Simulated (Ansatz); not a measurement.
`CB([SiH3])CF` → `BC[SiH](C)F`  (isomerisation)

Isolated molecules relaxed with PBE0-D4/def2-TZVP in Ansatz; ΔE leaves out vibrations. CCSD(T)/CBS adds triple-zeta CCSD(T) − MP2 to the extrapolated MP2 energy (def2 sets, frozen cores). One conformer a species, not always the lowest.

| species | CCSD(T)/CBS(def2) energy (Eh) |
| --- | --- |
| `CB([SiH3])CF` | -494.56089 |
| `BC[SiH](C)F` | -494.66249 |

Work out ΔE.

ΔE = (-494.66249) − (-494.56089) = -0.10160 Eh = -266.8 kJ/mol.

Largest T1 diagnostic among the species: 0.012.

From PBE to PBE0 (25 % exact exchange), in def2-TZVPP and without D4, ΔE moves by −11.5 kJ/mol.
